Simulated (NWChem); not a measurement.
# C5H5F; SMILES FC1C=CCC=1

```xyz
11

F      0.0245    -2.0645     0.0000
C     -0.0347    -0.7412     0.0000
C     -1.1474     0.0172     0.0000
C     -0.7043     1.4449     0.0000
C      0.7921     1.3694     0.0000
C      1.1738     0.0763     0.0000
H     -2.1779    -0.3340     0.0000
H     -1.0776     1.9994     0.8815
H     -1.0776     1.9994    -0.8815
H      1.4476     2.2411     0.0000
H      2.1880    -0.3247     0.0000
```
Atoms are numbered in this order, from 1.

Program: NWChem. Pople sets run with spherical d functions. Geometry: optimised at PBE0/def2-SVP. Total energies compare along this basis series because the functional is fixed.

```csv
level,basis functions,energy (Ha),highest occupied level (eV),orbital gap (eV),dipole (D)
B3LYP/STO-3G,35,-289.5149,-3.80,5.87,0.83
B3LYP/3-21G,64,-291.7342,-5.96,5.53,1.74
B3LYP/6-31G*,94,-293.3283,-5.88,5.45,1.64
B3LYP/6-31+G*,118,-293.3460,-6.25,5.37,2.02
B3LYP/6-311G**,138,-293.4162,-6.18,5.42,1.80
B3LYP/6-311++G**,167,-293.4232,___,5.36,2.03
```

Q: Complete the blanks.

A: 
- B3LYP/6-311++G**, highest occupied level (eV): -6.33
